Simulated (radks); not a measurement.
Values are calculated unless marked as measured or tabulated.
Question: Successive ionisation energies (eV) of one element, from differences of total energies of ions in their ground configurations, starting at charge 0: 18.380, 37.274, 59.489, 84.785, 112.69, 156.59, 183.57, 964.43, 1089.0. Code: a radial shooting solver on a logarithmic mesh with Libxc functionals. Model: Dirac Kohn-Sham, exchange-only PBE, spin-unpolarised, spherical densities, finite nucleus; open shells fill j = l - 1/2 first; Fermi nuclear charge, rms radius 2.8976 fm. Which element is it?

Answer: Fluorine (Z = 9). The first species listed is F in [He] 2s2 2p5, the last F8+ in 1s1.
